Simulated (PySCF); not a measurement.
C2H5O2, SMILES CC(=[OH+])O, charge +1. Atoms are numbered in the order given.

```xyz
9

C     -1.4090     0.1513     0.0891
C      0.0545    -0.0211    -0.0105
O      0.5501    -0.4054    -1.1211
O      0.8815     0.2196     0.9425
H     -1.6428     1.2005    -0.1755
H     -1.9150    -0.4996    -0.6364
H     -1.7697    -0.0399     1.1099
H      1.5304    -0.4657    -1.1210
H      0.4718     0.5098     1.7807
```
Charge +1, spin multiplicity 1.

Geometry: B3LYP-D3(BJ)/def2-SVP. The isomer is the one that the SMILES or the coordinates give; other isomers of the formula were not compared. Other conformers were not sampled.

The numbers are results of B3LYP-D3(BJ)/def2-SVP (PySCF 2.14.0), not measurements.

Harmonic, unscaled wavenumbers; measured fundamentals usually lie a few per cent lower.

Computed vibrational spectrum:
```csv
mode,ν (cm⁻¹),IR (km/mol),moving atoms (share of kinetic energy)
1,47,1.3,H 94 %
2,439,2.3,"O 40 %, H 34 %, C 26 %"
3,544,4.0,"H 48 %, C 37 %, O 15 %"
4,574,30.1,"O 42 %, H 30 %, C 28 %"
5,637,234.5,H 92 %
6,759,71.1,"H 74 %, O 15 %, C 11 %"
7,906,22.6,"C 42 %, O 34 %, H 24 %"
8,1024,4.9,"H 70 %, C 24 %"
9,1048,21.0,"H 49 %, C 48 %"
10,1163,174.5,"H 75 %, O 23 %"
11,1195,110.8,"H 65 %, O 33 %"
12,1369,28.6,"H 84 %, C 15 %"
13,1400,58.1,H 95 %
14,1444,28.8,H 91 %
15,1578,280.4,"C 69 %, O 19 %, H 12 %"
16,1674,276.0,"C 70 %, O 22 %, H 8 %"
17,3029,37.4,H 96 %
18,3124,16.0,"H 92 %, C 8 %"
19,3180,13.6,"H 90 %, C 10 %"
20,3640,305.5,H 94 %
21,3708,255.7,H 94 %
```
